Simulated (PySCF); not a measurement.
Spin states of BeH

Unrestricted PBE0; basis Be jorge-DZP-DKH, H jorge-DZP-DKH; spin-free X2C with a Gaussian nucleus; PySCF 2.14. Outer shells of the fragments: Be 2s2; H 1s1.

Followed along the bond (rough minima from three points):

```
2Ms+1   unpaired  ⟨S²⟩ at the start  R at minimum (Å)  Te (eV)
    2        σ ↑               0.75              1.36     0.00
    4  σ ↑↑, π ↑               3.75  none in the scan   ≤ 5.30
```

Solutions found at the starting distance of 1.280 Å, counted from the lowest of them; the search is not exhaustive and high or unbound solutions are not listed, so other states can lie among these:

```tsv
2Ms+1	unpaired	term	E (eV)	⟨S²⟩	⟨Lz²⟩	μ (D)
2	σ ↑	²Σ⁺	0.00	0.75	0.00	-0.06
2	π ↑	²Π	2.31	0.78	1.00	-2.43
4	σ ↑↑, π ↑	⁴Π	5.89	3.75	1.00	2.86
4	σ ↑, π ↑↑	⁴Σ⁻	7.82	3.75	0.00	0.15
```

A term symbol is given only where ⟨S²⟩ and ⟨Lz²⟩ are close to those of a pure state; real π, δ and φ orbitals otherwise mix terms. A positive dipole means Be(−)H(+).

Counting both spins, an empty level lies below a filled one in some of these solutions, because spin and occupation are held.
